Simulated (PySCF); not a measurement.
PySCF input (M06-2X/def2-TZVPD):

```python
from pyscf import gto, scf, dft

mol = gto.M(
    atom='''
    Si    0.00979753   -0.01619601   -0.06718725
    O    -0.81622945   -1.24056916   -0.73562145
    O     1.64996800   -0.06905658   -0.04982133
    N    -0.50975164    1.44961774   -0.74579920
    N    -0.38979829   -0.28436876    1.59262638
    H     2.10222454   -0.14537880   -0.89288046
    H     0.01551723    2.30620861   -0.70240798
    H    -1.42444543    1.56074481   -1.14874553
    H    -1.34964712   -0.23357815    1.89877355
    H     0.14612652   -0.94098940    2.14163412
    ''',
    basis='def2-tzvpd',
    charge=0,
    spin=1,
    verbose=4,
)

mf = dft.UKS(mol, xc='m062x').density_fit(auxbasis='def2-universal-jkfit')
mf.grids.level = 4
mf.conv_tol = 1e-9
mf.max_cycle = 100
mf.max_memory = 1500
mf.kernel()
if not mf.converged:
    mf = mf.newton()
    mf.kernel(mf.make_rdm1())
for _ in range(2):
    mo, _, stable, _ = mf.stability(return_status=True)
    if stable:
        break
    mf.kernel(mf.make_rdm1(mo, mf.mo_occ))
mf.analyze()
```

End of the output:

```
Extra cycle  E= -552.558531908334  delta_E= -2.07e-11  |g|= 2.46e-06  |ddm|= 6.76e-06
converged SCF energy = -552.558531908334  <S^2> = 0.7582467  2S+1 = 2.0082298
uhf_internal: lowest eigs of H = [0.0484963  0.14158623 0.2081419 ]
<class 'pyscf.df.df_jk.DFUKS'> wavefunction is stable in the internal stability analysis
**** SCF Summaries ****
Total Energy =                        -552.558531908333634
Nuclear Repulsion Energy =             253.976005908718491
One-electron Energy =                -1266.589559481078595
Two-electron Energy =                  460.055021664026526
Two-electron Coulomb Energy =          513.904402072368725
DFT Exchange-Correlation Energy =      -53.849380408342171
HOMO-LUMO gap [eV] =                     6.235809010744930
**** MO energy ****
                             alpha | beta                alpha | beta
MO #1   energy= -67.0404648005699  | -67.0408412217351  occ= 1 | 1
MO #2   energy= -19.6521639472663  | -19.6383771397019  occ= 1 | 1
MO #3   energy= -19.6281205654327  | -19.6281558910916  occ= 1 | 1
MO #4   energy= -14.7407795706933  | -14.7378121395331  occ= 1 | 1
MO #5   energy= -14.7318102590405  | -14.731431489006   occ= 1 | 1
MO #6   energy= -5.57272716063714  | -5.57297623835417  occ= 1 | 1
MO #7   energy= -3.88515540783465  | -3.88552011247466  occ= 1 | 1
MO #8   energy= -3.88492322891713  | -3.88521963711533  occ= 1 | 1
MO #9   energy= -3.88375287875884  | -3.88415616834738  occ= 1 | 1
MO #10  energy= -1.1339175848878   | -1.13166521834764  occ= 1 | 1
MO #11  energy= -1.09868568402774  | -1.03688777369106  occ= 1 | 1
MO #12  energy= -0.965862064293545 | -0.956552138890476 occ= 1 | 1
MO #13  energy= -0.953062646049688 | -0.945292657029005 occ= 1 | 1
MO #14  energy= -0.643089453260274 | -0.640782165572134 occ= 1 | 1
MO #15  energy= -0.58510923777816  | -0.580730000753291 occ= 1 | 1
MO #16  energy= -0.572215268918675 | -0.570818452586328 occ= 1 | 1
MO #17  energy= -0.545495111828108 | -0.541753990150076 occ= 1 | 1
MO #18  energy= -0.527276058288427 | -0.504653255755497 occ= 1 | 1
MO #19  energy= -0.491597221053479 | -0.479133918380481 occ= 1 | 1
MO #20  energy= -0.463946524976924 | -0.441387145099119 occ= 1 | 1
MO #21  energy= -0.452673742064748 | -0.419141898092074 occ= 1 | 1
MO #22  energy= -0.424831465682075 | -0.385114897805128 occ= 1 | 1
MO #23  energy= -0.408510577346911 | -0.344161548664989 occ= 1 | 1
MO #24  energy= -0.357442584431664 | -0.335437598459448 occ= 1 | 1
MO #25  energy= -0.337437442215982 | -0.106275842194563 occ= 1 | 0
MO #26  energy= -0.00213156027814126 | -0.0013434592674107 occ= 0 | 0
MO #27  energy= 0.0306830646986373 | 0.0323071566016286 occ= 0 | 0
MO #28  energy= 0.0371188321530751 | 0.0391113381025254 occ= 0 | 0
MO #29  energy= 0.0542099451898477 | 0.0548820580021553 occ= 0 | 0
MO #30  energy= 0.0681920044880062 | 0.0693522299911545 occ= 0 | 0
MO #31  energy= 0.0775803034479172 | 0.0780234269722194 occ= 0 | 0
MO #32  energy= 0.080614127567128  | 0.0804622818666068 occ= 0 | 0
MO #33  energy= 0.090430193709391  | 0.0914532998022482 occ= 0 | 0
MO #34  energy= 0.101837137591909  | 0.103698928881272  occ= 0 | 0
MO #35  energy= 0.117562070047744  | 0.118840845808492  occ= 0 | 0
MO #36  energy= 0.119842871283793  | 0.120695272648565  occ= 0 | 0
MO #37  energy= 0.133076310551186  | 0.134021625034855  occ= 0 | 0
MO #38  energy= 0.134187351734907  | 0.135198389116812  occ= 0 | 0
MO #39  energy= 0.142286621589864  | 0.143183186924242  occ= 0 | 0
MO #40  energy= 0.150921242351075  | 0.151785182203868  occ= 0 | 0
MO #41  energy= 0.156421508175171  | 0.159233184749556  occ= 0 | 0
MO #42  energy= 0.171801454842678  | 0.174954406763736  occ= 0 | 0
MO #43  energy= 0.178464698394426  | 0.178858055174944  occ= 0 | 0
MO #44  energy= 0.188605935835797  | 0.188975100512715  occ= 0 | 0
MO #45  energy= 0.197089788698035  | 0.197846457433607  occ= 0 | 0
MO #46  energy= 0.221089965116586  | 0.22199324495266   occ= 0 | 0
MO #47  energy= 0.230455436258453  | 0.231464499917975  occ= 0 | 0
MO #48  energy= 0.240357988341393  | 0.243270028971953  occ= 0 | 0
MO #49  energy= 0.257200381297592  | 0.258660068721705  occ= 0 | 0
MO #50  energy= 0.261406409868318  | 0.261777375123036  occ= 0 | 0
MO #51  energy= 0.263797208819939  | 0.26538573398745   occ= 0 | 0
MO #52  energy= 0.26886336792326   | 0.269968925255591  occ= 0 | 0
MO #53  energy= 0.282405261323593  | 0.283590391389763  occ= 0 | 0
MO #54  energy= 0.291046269755023  | 0.293917968267698  occ= 0 | 0
MO #55  energy= 0.293712064739145  | 0.295574259687874  occ= 0 | 0
MO #56  energy= 0.297376127876594  | 0.298094828334913  occ= 0 | 0
MO #57  energy= 0.304271329244292  | 0.304735029371384  occ= 0 | 0
MO #58  energy= 0.311972367006338  | 0.312389159366447  occ= 0 | 0
MO #59  energy= 0.31246463398158   | 0.314747393526083  occ= 0 | 0
MO #60  energy= 0.32465315990413   | 0.325701193388679  occ= 0 | 0
MO #61  energy= 0.331793536454958  | 0.331129639553978  occ= 0 | 0
MO #62  energy= 0.338946071702557  | 0.339421460656902  occ= 0 | 0
MO #63  energy= 0.352683406244809  | 0.353206537132959  occ= 0 | 0
MO #64  energy= 0.357280585426163  | 0.356417135853646  occ= 0 | 0
MO #65  energy= 0.357910021107949  | 0.358981178937951  occ= 0 | 0
MO #66  energy= 0.383257254705998  | 0.382598522948324  occ= 0 | 0
MO #67  energy= 0.398154723148631  | 0.397819263480466  occ= 0 | 0
MO #68  energy= 0.402998011152301  | 0.403310174753533  occ= 0 | 0
MO #69  energy= 0.411816434500685  | 0.412758398377488  occ= 0 | 0
MO #70  energy= 0.422182536695477  | 0.423333609865291  occ= 0 | 0
MO #71  energy= 0.438619774444615  | 0.438955918065127  occ= 0 | 0
MO #72  energy= 0.443086922432459  | 0.442952866344573  occ= 0 | 0
MO #73  energy= 0.460156279809904  | 0.460171577487726  occ= 0 | 0
MO #74  energy= 0.468200487435953  | 0.472315784660646  occ= 0 | 0
MO #75  energy= 0.504280132735888  | 0.504333477615196  occ= 0 | 0
MO #76  energy= 0.515417477904632  | 0.515382665340987  occ= 0 | 0
MO #77  energy= 0.526769416389063  | 0.525336465709699  occ= 0 | 0
MO #78  energy= 0.535502599246667  | 0.53648971638581   occ= 0 | 0
MO #79  energy= 0.541672668123406  | 0.542464152582626  occ= 0 | 0
MO #80  energy= 0.551125504329283  | 0.551789565764564  occ= 0 | 0
MO #81  energy= 0.562706487798719  | 0.564076976530413  occ= 0 | 0
MO #82  energy= 0.571202285059755  | 0.571035282806352  occ= 0 | 0
MO #83  energy= 0.603175035251477  | 0.603879643003236  occ= 0 | 0
MO #84  energy= 0.608248083511716  | 0.608902975164935  occ= 0 | 0
MO #85  energy= 0.619740850284741  | 0.621619512357388  occ= 0 | 0
MO #86  energy= 0.629974748305011  | 0.632765452812803  occ= 0 | 0
MO #87  energy= 0.643325552416598  | 0.645059489226045  occ= 0 | 0
MO #88  energy= 0.669519634960315  | 0.671402684296364  occ= 0 | 0
MO #89  energy= 0.684326882243249  | 0.687283767336338  occ= 0 | 0
MO #90  energy= 0.692901440652443  | 0.693676935333021  occ= 0 | 0
MO #91  energy= 0.699713208254306  | 0.700782271847978  occ= 0 | 0
MO #92  energy= 0.726455013068045  | 0.728623341602091  occ= 0 | 0
MO #93  energy= 0.739650369755244  | 0.738935772593484  occ= 0 | 0
MO #94  energy= 0.746750026322634  | 0.747267865567164  occ= 0 | 0
MO #95  energy= 0.754152940978113  | 0.756947126357754  occ= 0 | 0
MO #96  energy= 0.779854503407807  | 0.781249510511867  occ= 0 | 0
MO #97  energy= 0.793051613182419  | 0.794161256959401  occ= 0 | 0
MO #98  energy= 0.79688037383      | 0.801718499150022  occ= 0 | 0
MO #99  energy= 0.821634238807817  | 0.822683074720204  occ= 0 | 0
MO #100 energy= 0.827851684811841  | 0.827773958273543  occ= 0 | 0
MO #101 energy= 0.842401895160344  | 0.843439435536313  occ= 0 | 0
MO #102 energy= 0.883757625037893  | 0.884905458626562  occ= 0 | 0
MO #103 energy= 0.889331509466779  | 0.892586934798408  occ= 0 | 0
MO #104 energy= 0.909193464496675  | 0.909372169759654  occ= 0 | 0
[...]
```

It need not be the lowest isomer of its formula.
